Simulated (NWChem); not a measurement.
# HSe$_{2}$I; SMILES [SeH][Se]I

```xyz
4

Se     1.0201    -0.4833     0.0045
I     -0.2724     1.7257     0.0070
Se    -0.5732    -2.1409     0.0268
H     -0.7565    -2.2383    -1.4360
```
Atoms are numbered in this order, from 1.

All runs: NWChem. Structure relaxed at the PBE0/def2-SVP level. No frequency run checked for a minimum. def2 effective core potentials on I; no spin-orbit coupling. Ions are spin-unrestricted doublets at the neutral geometry; other ion states weren't tried.

Problem. What does the run give for PBE/def2-SVP? Quantities: vertical ionisation energy, ΔSCF (eV); −ε(HOMO) (eV).

Solution. 
```yaml
vertical ionisation energy, ΔSCF (eV): 8.44
"−ε(HOMO) (eV)": 5.55
```
